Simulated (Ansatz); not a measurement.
Cartesian coordinates in Å:
```
O 0.056 0.227 -2.241
P -1.059 -0.519 -1.256
Si -0.634 0.705 0.609
C 0.835 -0.357 1.100
Se 0.174 -1.917 0.075
H 0.045 -0.172 -3.116
H -0.394 2.163 0.415
H -1.755 0.507 1.564
H 0.938 -0.600 2.157
H 1.793 -0.037 0.693
```

The species carries charge 0 and has multiplicity 1.

(1) List the CAM-B3LYP/def2-TZVPP orbital energies in eV (Ansatz 0.2.0). (Best estimate.)

## Answers

(1) Computed: Occupied: -12352.79, -2099.90, -1801.23, -1581.96, -1420.18, -1420.15, -1420.10, -523.07, -279.37, -214.54, -180.99, -158.66, -158.57, -158.39, -145.79, -131.02, -130.96, -130.84, -101.13, -101.10, -101.10, -59.48, -59.47, -59.31, -59.24, -59.21, -30.28, -23.20, -19.82, -18.42, -16.22, -14.68, -13.87, -12.79, -12.29, -12.27, -11.22, -10.53, -8.72, -8.27, -7.98. Lowest empty: 0.21, 0.35, 0.89, 2.07, 2.50, 2.73, 2.73, 3.26.
